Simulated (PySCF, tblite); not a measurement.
Isomers of C4H9ClSSi, one GFN2-xTB conformer each. Single-point energies are computed at PBE0/pcSseg-1 (PySCF, gas phase, no added dispersion term), electronic only.

Task: Rank them by PBE0/pcSseg-1 energy, lowest first (kJ/mol).
A. `[Cl:1][SiH:2]1[CH2:3][CH2:4][S:5][CH2:6][CH2:7]1` with Cl1–Si2–C3–C4 74°, Si2–C3–C4–S5 62°, C3–C4–S5–C6 -71°, C4–S5–C6–C7 71°
B. `[CH3:1][C@@H:2]1[CH2:3][S:4][Si@@H:5]([Cl:6])[CH2:7]1` with C1–C2–C3–S4 -71°, C2–C3–S4–Si5 -31°, C3–S4–Si5–Cl6 -113°, S4–Si5–C7–C2 21°
C. `[CH3:1][C@@H:2]1[CH2:3][S:4][Si@H:5]([Cl:6])[CH2:7]1` with C1–C2–C3–S4 -176°, C2–C3–S4–Si5 33°, C3–S4–Si5–Cl6 112°, S4–Si5–C7–C2 -20°
D. `[CH2:1]=[CH:2][S:3][CH2:4][CH2:5][SiH2:6][Cl:7]` with C1–C2–S3–C4 4°, C2–S3–C4–C5 170°, S3–C4–C5–Si6 -63°, C4–C5–Si6–Cl7 -50°
E. `[CH3:1]/[CH:2]=[C:3](\[Cl:4])[S:5][CH2:6][SiH3:7]` with C2–C3–S5–C6 140°, C3–S5–C6–Si7 -177°
F. `[CH2:1]=[CH:2][CH2:3][CH2:4][S:5][SiH2:6][Cl:7]` with C1–C2–C3–C4 122°, C2–C3–C4–S5 176°, C3–C4–S5–Si6 71°, C4–S5–Si6–Cl7 37°
G. `[CH3:1][S:2][C@H:3]1[CH2:4][Si@@H:5]([Cl:6])[CH2:7]1` with C1–S2–C3–C4 -61°
H. `[CH3:1][S:2][Si@@H:3]([Cl:4])[CH:5]1[CH2:6][CH2:7]1` with C1–S2–Si3–Cl4 50°, S2–Si3–C5–C6 166°
I. `[CH3:1][CH2:2][C:3](=[S:4])[CH2:5][SiH2:6][Cl:7]` with C1–C2–C3–S4 -10°, C2–C3–C5–Si6 -94°, C3–C5–Si6–Cl7 176°
J. `[CH3:1][S:2][C@H:3]1[CH2:4][Si@H:5]([Cl:6])[CH2:7]1` with C1–S2–C3–C4 -58°

Result: C (0.0), B (3.1), A (69.4), H (109.0), F (142.0), I (153.2), G (170.0), J (172.2), D (202.0), E (339.8).

As drawn, the highest has a C=C bond outside aromatic rings, which the lowest lacks. Neighbours under 10 kJ/mol apart (C[C@@H]1CS[Si@H](Cl)C1 and C[C@@H]1CS[Si@@H](Cl)C1; CS[C@H]1C[Si@@H](Cl)C1 and CS[C@H]1C[Si@H](Cl)C1) can change places with a better method, another conformer or zero-point energy. C[C@@H]1CS[Si@H](Cl)C1 and C[C@@H]1CS[Si@@H](Cl)C1 are stereoisomers, 3.1 kJ/mol apart in the conformers taken. CS[C@H]1C[Si@@H](Cl)C1 and CS[C@H]1C[Si@H](Cl)C1 are stereoisomers, 2.2 kJ/mol apart in the conformers taken. GFN2-xTB itself gives, in the same order: 0.0, 0.1, 99.0, 109.4, 98.8, 119.4, 168.9, 168.9, 188.8, 286.6. Both levels put the same isomer lowest; measured from each level's own lowest isomer, the values differ by up to 53.2 kJ/mol (C/C=C(\Cl)SC[SiH3]: 286.6 against 339.8).

Task: Which frontier levels, dipoles and rotational constants go with these structures?

Result: 
```json
{"SMILES": "C[C@@H]1CS[Si@H](Cl)C1", "HOMO (eV, PBE0/pcSseg-1)": "-6.98", "LUMO (eV)": "0.18", "dipole (D)": "3.00", "A, B, C (MHz)": "2444, 982.3, 783.2"}
{"SMILES": "C[C@@H]1CS[Si@@H](Cl)C1", "HOMO (eV, PBE0/pcSseg-1)": "-6.97", "LUMO (eV)": "0.20", "dipole (D)": "2.97", "A, B, C (MHz)": "2628, 1022, 861.6"}
{"SMILES": "Cl[SiH]1CCSCC1", "HOMO (eV, PBE0/pcSseg-1)": "-6.49", "LUMO (eV)": "0.73", "dipole (D)": "0.75", "A, B, C (MHz)": "2489, 1027, 904.8"}
{"SMILES": "CS[Si@@H](Cl)C1CC1", "HOMO (eV, PBE0/pcSseg-1)": "-6.99", "LUMO (eV)": "0.24", "dipole (D)": "0.88", "A, B, C (MHz)": "2256, 981.4, 755.2"}
{"SMILES": "C=CCCS[SiH2]Cl", "HOMO (eV, PBE0/pcSseg-1)": "-7.11", "LUMO (eV)": "-0.37", "dipole (D)": "1.02", "A, B, C (MHz)": "1883, 866.1, 654.7"}
{"SMILES": "CCC(=S)C[SiH2]Cl", "HOMO (eV, PBE0/pcSseg-1)": "-6.42", "LUMO (eV)": "-2.06", "dipole (D)": "2.21", "A, B, C (MHz)": "3121, 620.5, 562.2"}
{"SMILES": "CS[C@H]1C[Si@@H](Cl)C1", "HOMO (eV, PBE0/pcSseg-1)": "-6.31", "LUMO (eV)": "0.30", "dipole (D)": "1.21", "A, B, C (MHz)": "2519, 939.1, 788.8"}
{"SMILES": "CS[C@H]1C[Si@H](Cl)C1", "HOMO (eV, PBE0/pcSseg-1)": "-6.36", "LUMO (eV)": "0.35", "dipole (D)": "0.98", "A, B, C (MHz)": "4123, 697.8, 674.5"}
{"SMILES": "C=CSCC[SiH2]Cl", "HOMO (eV, PBE0/pcSseg-1)": "-6.36", "LUMO (eV)": "0.20", "dipole (D)": "1.65", "A, B, C (MHz)": "2383, 773.3, 679.3"}
{"SMILES": "C/C=C(\\Cl)SC[SiH3]", "HOMO (eV, PBE0/pcSseg-1)": "-6.42", "LUMO (eV)": "-0.26", "dipole (D)": "1.16", "A, B, C (MHz)": "3265, 665.4, 579.8"}
```

Task: What happens when harmonic zero-point energies from GFN2-xTB frequencies are added?

Result: 
| SMILES | ZPE (kJ/mol) | electronic (kJ/mol) | with ZPE (kJ/mol) |
| --- | --- | --- | --- |
| C[C@@H]1CS[Si@H](Cl)C1 | 321.9 | 0.0 | 0.0 |
| C[C@@H]1CS[Si@@H](Cl)C1 | 322.0 | 3.1 | 3.2 |
| Cl[SiH]1CCSCC1 | 318.9 | 69.4 | 66.4 |
| CS[Si@@H](Cl)C1CC1 | 314.5 | 109.0 | 101.6 |
| C=CCCS[SiH2]Cl | 307.1 | 142.0 | 127.2 |
| CCC(=S)C[SiH2]Cl | 307.3 | 153.2 | 138.5 |
| CS[C@H]1C[Si@@H](Cl)C1 | 313.2 | 170.0 | 161.4 |
| CS[C@H]1C[Si@H](Cl)C1 | 313.7 | 172.2 | 164.0 |
| C=CSCC[SiH2]Cl | 303.5 | 202.0 | 183.6 |
| C/C=C(\Cl)SC[SiH3] | 292.4 | 339.8 | 310.2 |

The zero-point energies span 29.6 kJ/mol. The order is unchanged.

Task: As an exercise, what shares would exp(−E/RT) give at 500 K from these electronic energies alone (no entropy, no degeneracies)?

Result: RT = 4.157 kJ/mol: C[C@@H]1CS[Si@H](Cl)C1 68.0 %, C[C@@H]1CS[Si@@H](Cl)C1 32.0 %, Cl[SiH]1CCSCC1 under 0.1 %, CS[Si@@H](Cl)C1CC1 under 0.1 %, C=CCCS[SiH2]Cl under 0.1 %, CCC(=S)C[SiH2]Cl under 0.1 %, CS[C@H]1C[Si@@H](Cl)C1 under 0.1 %, CS[C@H]1C[Si@H](Cl)C1 under 0.1 %, C=CSCC[SiH2]Cl under 0.1 %, C/C=C(\Cl)SC[SiH3] under 0.1 %.
